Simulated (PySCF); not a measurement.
Ge(H)2(Me)(vinyl) (C3H8Ge), SMILES [CH3][GeH2][CH]=C. Geometry: PBE-D3(BJ)/def2-SVP. This is a generated structure with no PubChem entry under its InChIKey; it may be hypothetical. One conformer was computed; it need not be the lowest.

Task: Give the equilibrium geometry at PBE-D3(BJ)/def2-SVP (PySCF confirms it by a frequency run) as Cartesian coordinates in Å, and its point group. (The exact figures need the calculation; the answer reports its results.)

Result: This is not unique; one that fits is point group Cs.
```xyz
12

Ge     0.4268     0.5043     0.0000
C     -1.4278     1.1574     0.0000
C      0.4522    -1.4512     0.0000
C     -0.6590    -2.2106     0.0000
H      1.1842     1.0309    -1.2542
H      1.1842     1.0309     1.2542
H     -1.9639     0.7984     0.9002
H     -1.4433     2.2644     0.0000
H     -1.9639     0.7984    -0.9002
H      1.4376    -1.9528     0.0000
H     -1.6711    -1.7692     0.0000
H     -0.6146    -3.3140     0.0000
```
Charge 0, spin multiplicity 1.
